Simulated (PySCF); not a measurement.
A calculated (LDA, PySCF 2.14, aug-cc-pVDZ-X2C, the spin-free X2C one-electron Hamiltonian (Gaussian nucleus)) atom or ion has these occupied shells.

| shell | electrons | orbital energy (eV) | rms radius, mean of both spins (bohr) |
| --- | --- | --- | --- |
| 1s α | 1 | -15896.8 | 0.0451 |
| 1s β | 1 | -15896.8 | 0.0451 |
| 2s α | 1 | -2159.2 | 0.187 |
| 2s β | 1 | -2159.1 | 0.187 |
| 2p α | 3 | -1921.4 | 0.166 |
| 2p β | 3 | -1921.4 | 0.166 |
| 3s α | 1 | -338.98 | 0.527 |
| 3s β | 1 | -338.97 | 0.527 |
| 3p α | 3 | -262.21 | 0.538 |
| 3p β | 3 | -262.19 | 0.538 |
| 3d α | 5 | -134.86 | 0.548 |
| 3d β | 5 | -134.84 | 0.548 |
| 4s α | 1 | -47.715 | 1.45 |
| 4s β | 1 | -47.650 | 1.45 |
| 4p α | 3 | -29.606 | 1.68 |
| 4p β | 3 | -29.500 | 1.68 |
| 5s α | 1 | -8.909 | 4.16 |

Q: Name the element and its charge.

A: Sr⁺ (strontium, charge +1), in [Kr] 5s1, 2S determinant.
